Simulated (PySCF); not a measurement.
Sn(H)(PH2)3 (H₇P₃Sn), SMILES [PH2][SnH]([PH2])[PH2].

Coordinates come from a B3LYP-D3(BJ)/def2-SVP optimisation. The structure was generated by enumeration; whether it is a known compound was not checked. The def2 effective core potentials stand for the cores of Sn; spin–orbit coupling is left out. Other conformers were not sampled.

All values below come from IEF-PCM-B3LYP/def2-SVP (PySCF).

The values are the electrostatic part of the solvation free energy, E(continuum) − E(gas) at the gas-phase geometry, in a cavity of scaled van der Waals radii (PySCF's table); cavitation and dispersion terms are not included. A continuum can't describe solvent molecules that bind to the metal. In vacuum the orbital gap is 5.68 eV. The dipole moment in vacuum is 0.66 D.

Question: Estimate the values in water (ε = 78.36), methanol (ε = 32.61), n-hexane (ε = 1.88). (The exact figures need the calculation; the answer reports its results.)

Answer: 
| solvent | ε | ΔG(elec) (kcal/mol) | dipole (D) | gap (eV) |
|---|---|---|---|---|
| water | 78.36 | -3.0 | 1.03 | 5.71 |
| methanol | 32.61 | -2.9 | 1.01 | 5.71 |
| n-hexane | 1.88 | -1.0 | 0.74 | 5.69 |
